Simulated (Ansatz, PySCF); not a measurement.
This Ansatz (a first-principles code) input computes a SVWN5/def2-TZVPD energy:

Ansatz 0.2 input:
```yaml
crystal:
  periodic: [false, false, false]
  atoms:
    - {symbol: Si, position_ang: [0.34014473, 0.35992564, 0.86450061]}
    - {symbol: F, position_ang: [1.00502106, 1.37272807, -0.30640806]}
    - {symbol: Cl, position_ang: [-0.81218917, -1.02314775, -0.54972565]}
basis:
  gaussian:
    orbitals: def2-TZVPD
hamiltonian:
  xc: {name: SVWN5}
total_charge: -1
magnetization: {spin_polarized: true, initial_magnetization: 1}
output: {forces: true}
```

### Question
Write an input for the same energy in PySCF and say what it gives.

### Answer

```python
from pyscf import gto, scf, dft

mol = gto.M(
    atom='''
    Si    0.34014473    0.35992564    0.86450061
    F     1.00502106    1.37272807   -0.30640806
    Cl   -0.81218917   -1.02314775   -0.54972565
    ''',
    basis='def2-tzvpd',
    charge=-1,
    spin=1,
    verbose=4,
)

mf = dft.UKS(mol, xc='svwn').density_fit(auxbasis='def2-universal-jkfit')
mf.grids.level = 3
mf.conv_tol = 1e-9
mf.max_cycle = 100
mf.max_memory = 1500
mf.kernel()
if not mf.converged:
    mf = mf.newton()
    mf.kernel(mf.make_rdm1())
for _ in range(2):
    mo, _, stable, _ = mf.stability(return_status=True)
    if stable:
        break
    mf.kernel(mf.make_rdm1(mo, mf.mo_occ))
mf.analyze()
```
It gives -846.45920 Eh, and Ansatz -846.45916 Eh, a difference of 0.04 mEh, from the treatment of integrals and grids.
